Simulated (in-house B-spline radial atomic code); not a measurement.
Atomic self-consistent-field run: Lu IV (Lu3+) (with a hole in an inner shell). Level of theory: Dirac-Hartree-Fock, average of the jj configuration, Fermi nucleus of rms radius 5.37 fm; calculated with a radial B-spline atomic code at the basis-set limit.

In the input, a minus or plus after the letter marks the j = l - 1/2 or j = l + 1/2 subshell.

Command:
```bash
python run_scf.py task.json out
```
Settings (nuclear radius in fm, mass in u):
```
Z                71
configuration    1s2 2s2 2p6 3s2 3p-2 3p+3 3d10 4s2 4p6 4d10 4f-6 4f+7 5s2 5p6 6s2
hamiltonian      dirac
method           hf
spin_polarised   False
nucleus          fermi
rms_radius       5.37
atomic_mass      174.94078
speed_of_light   137.035999084
```

Output (hartree, bohr):
```
 radial grid: 77 intervals, B-splines of order 8, outer radius 51.8919 bohr

 iter        energy (Eh)    residual
    1      -14492.162973    6.30e-01
    2      -14492.921705    4.25e-01
    3      -14495.256895    1.99e-02
    4      -14495.258816    9.77e-03
    5      -14495.259557    8.45e-04
    6      -14495.259582    2.36e-04
    7      -14495.259584    1.11e-04
    8      -14495.259584    3.23e-05
    9      -14495.259584    3.23e-06
   10      -14495.259584    4.51e-07

 total energy                    -14495.25958
 kinetic                           16156.7685
 electron-nucleus                 -35917.2360
 electron-electron                  5265.2079

 first-order corrections (not in the total)
   Gaunt                            16.4547
   retardation                      -1.7299
   frequency dependence             -0.2592
   self-energy                      11.9501
   Uehling                          -2.1460
   Wichmann-Kroll                    0.0800
   recoil                            0.0285

 orbital      occ     eigenvalue          <r>       <r^2>       <1/r>     <1/r^2>       <r^4>       r_max    small
 1s1/2      2.000     -2345.8149    0.0193174 0.000511989     82.1855     15944.3 7.07558e-07     0.01213  7.11e-02
 2s1/2      2.000      -407.2662     0.081133  0.00784153     19.9108     2123.96  0.00010721     0.06941  1.60e-02
 2p1/2      2.000      -388.1643    0.0674366  0.00564645     19.8374     669.401 6.55282e-05     0.05196  1.61e-02
 2p3/2      4.000      -346.8231    0.0750704  0.00686313     16.9481     392.027 9.26892e-05     0.05847  1.46e-02
 3s1/2      2.000       -96.3434      0.21097   0.0510207     7.33779      475.69  0.00393936      0.1952  5.28e-03
 3p1/2      2.000       -88.1765      0.20103   0.0470756     7.24419     152.224  0.00351415      0.1833  5.21e-03
 3p3/2      3.000       -79.2171     0.215879    0.054187     6.48901     90.4466  0.00468513      0.1969  4.79e-03
 3d3/2      4.000       -65.1731     0.188855   0.0418944     6.37907     50.9176  0.00311924      0.1547  4.67e-03
 3d5/2      6.000       -63.0588     0.193044   0.0436436      6.2053     47.5737  0.00335955      0.1583  4.56e-03
 4s1/2      2.000       -21.9168     0.474115    0.253783     3.06788     115.855   0.0934439      0.4438  1.71e-03
 4p1/2      2.000       -18.4393     0.481025    0.263375     2.95852     36.3606    0.103492      0.4447  1.62e-03
 4p3/2      4.000       -16.2774      0.51063    0.297093     2.73553     22.4786    0.132004      0.4728  1.51e-03
 4d3/2      4.000       -10.5579     0.531652    0.327722      2.4993     11.3236    0.173858      0.4707  1.29e-03
 4d5/2      6.000       -10.0943     0.542824    0.341409     2.43433     10.5122    0.188611      0.4798  1.25e-03
 4f5/2      6.000        -2.9222     0.623432    0.481383     2.01118     5.13642    0.514372        0.45  8.97e-04
 4f7/2      7.000        -2.8187     0.634397    0.499242      1.9787     4.97223     0.55655      0.4561  8.74e-04
 5s1/2      2.000        -4.3290      1.13128     1.43283     1.17689      19.941     2.97922       1.024  3.65e-04
 5p1/2      2.000        -3.1635      1.23699     1.72444     1.06517     5.69142     4.45538       1.098  3.07e-04
 5p3/2      4.000        -2.8362      1.32463     1.97675     0.98268     3.48333     5.85863       1.173  2.72e-04
 6s1/2      2.000        -1.1594      2.72384     8.23952     0.46504     3.23904      95.672       2.495  7.08e-05
```

Time taken, with all properties: 1.6 s on 1 thread of Arm Neoverse V1, with other jobs on the host.

For the Dirac Hamiltonian the kinetic term is c α·p + (β - 1)c².
